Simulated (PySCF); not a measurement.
**Two-photon absorption: `CN(C)c1ccccc[cH+]1`, [C9H12N]+, charge +1**

Cartesian coordinates in Å; atom numbers follow the order of the lines, from 1:
```xyz
22

C    -2.3711   -0.9652    0.5014
N    -1.5218    0.1340    0.0604
C    -2.1820    1.3364   -0.4318
C    -0.1851    0.0456    0.1122
C     0.4029   -1.1578    0.6279
C     1.7207   -1.5109    0.7726
C     2.9119   -0.8087    0.4627
C     3.0159    0.4516   -0.0664
C     1.9547    1.3227   -0.4174
C     0.5942    1.1605   -0.3457
H    -2.1691   -1.8824   -0.0726
H    -2.2362   -1.1732    1.5742
H    -3.4177   -0.6915    0.3394
H    -3.2652    1.1972   -0.3676
H    -1.9267    1.5325   -1.4846
H    -1.9173    2.2163    0.1743
H    -0.2998   -1.9200    0.9618
H     1.8761   -2.5060    1.2001
H     3.8448   -1.3374    0.6760
H     4.0243    0.8377   -0.2374
H     2.2724    2.2905   -0.8169
H     0.0255    2.0202   -0.6975
```

Total charge +1.

Computed, not measured: TDDFT CAM-B3LYP/def2-SVPD excited states, vertical, gas phase (PySCF 2.14.0). Geometry: PBE0-D3(BJ)/def2-SVP.

Task: Give the one- and two-photon strengths of the lowest singlets.

Result: δ for parallel linear polarisation; σ at the peak of a Lorentzian of half width 0.1 eV, single beam; Ω is circular over linear.
| state | E (eV) | f | photon λ (nm) | δ (au) | σ (GM) | Ω | main |
| --- | --- | --- | --- | --- | --- | --- | --- |
| S1 | 3.83 | 0.040 | 647 | 12.3 | 0.07 | 1.50 | HOMO→LUMO 0.97 |
| S2 | 4.30 | 0.282 | 576 | 63.8 | 0.43 | 1.30 | HOMO→LUMO+1 0.86, HOMO−1→LUMO 0.12 |
| S3 | 5.87 | 0.041 | 422 | 8.2 | 0.10 | 1.50 | HOMO−1→LUMO+1 0.69, HOMO−2→LUMO 0.29 |
| S4 | 5.93 | 0.654 | 418 | 248 | 3.19 | 0.40 | HOMO−1→LUMO 0.75, HOMO→LUMO+1 0.12 |
| S5 | 6.23 | 0.002 | 398 | 0.3 | 0.00 | 0.50 | HOMO−3→LUMO 0.87, HOMO−5→LUMO 0.11 |
| S6 | 6.56 | 0.000 | 378 | 0.17 | 0.00 | 1.45 | HOMO−3→LUMO+1 0.81, HOMO−4→LUMO 0.11 |

Among these, the strongest one-photon state is S4, the strongest two-photon state S4.
